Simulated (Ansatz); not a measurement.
Molecule: C$_{3}$H$_{3}$O (charge -1, singlet). It need not be the lowest isomer of its formula. Whether it binds its extra electron was not tested at this geometry. SMILES: O=C1[CH-]C1
Structure (B3LYP-D3(BJ)/def2-TZVP (Ansatz, a first-principles code) minimum search):
```
C
H 1 1.1024
H 1 1.1024 2 111.36
C 1 1.5116 2 121.09 3 152.07
C 4 1.3260 1 66.04 2 105.31
O 5 1.2460 4 155.88 1 180.00
H 4 1.0805 5 151.79 6 0.00
```
Charge -1, spin multiplicity 1.

Parts of the frozen-core correlation energy in cc-pVDZ (Ansatz, hartree). Frozen orbitals: 4; correlated occupied orbitals by spin: 11 and 11; virtual: 56 and 56. No spin-orbit coupling. No relativistic terms.

```json
[
 {"term": "reference (HF)", "value": "-190.11455"},
 {"term": "MP2 opposite-spin", "value": "(withheld)"},
 {"term": "MP2 same-spin", "value": "(withheld)"},
 {"term": "CCSD correlation", "value": "(withheld)"},
 {"term": "(T)", "value": "-0.02314"},
 {"term": "T1 diagnostic", "value": "0.016"},
 {"term": "largest doubles amplitude", "value": "0.057"}
]
```

Task: Fill in the missing entries.

Result: 
- MP2 opposite-spin, value: -0.43398
- MP2 same-spin, value: -0.15674
- CCSD correlation, value: -0.61169
